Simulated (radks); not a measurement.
Values are calculated unless marked as measured or tabulated.
Initial-state core-level shifts of neutral cadmium when its valence configuration changes from [Kr] 4d10 5s2. Level of theory: scalar-relativistic Kohn-Sham, PBE, spin-polarised, spherical densities, point nucleus; open shells are filled with parallel spins first (spin-orbit coupling, left out, can overturn this in heavy ions) (a radial shooting solver on a logarithmic mesh with Libxc functionals). Shifts are changes of the shell-averaged eigenvalues in eV (positive: less bound).

valence                1s       3p       3d       4p
4d9.5 5s2 5p0.5    -3.447   -3.516   -3.529   -3.205
4d8 5s2 5p2       -13.581  -13.878  -13.946  -12.209
4d10 5s1 5p1       -1.734   -1.711   -1.707   -1.764
4d7 5s2 5p3       -20.502  -20.955  -21.075  -18.037
4d9 5s2 5p1        -6.816   -6.959   -6.987   -6.264
4d10 5p2           -3.396   -3.347   -3.337   -3.442
4d10 5s1.5 5p0.5   -0.973   -0.959   -0.957   -0.986
4d9 5s1 5p2        -8.058   -8.196   -8.221   -7.519
4d8 5s1 5p3       -14.587  -14.895  -14.960  -13.215
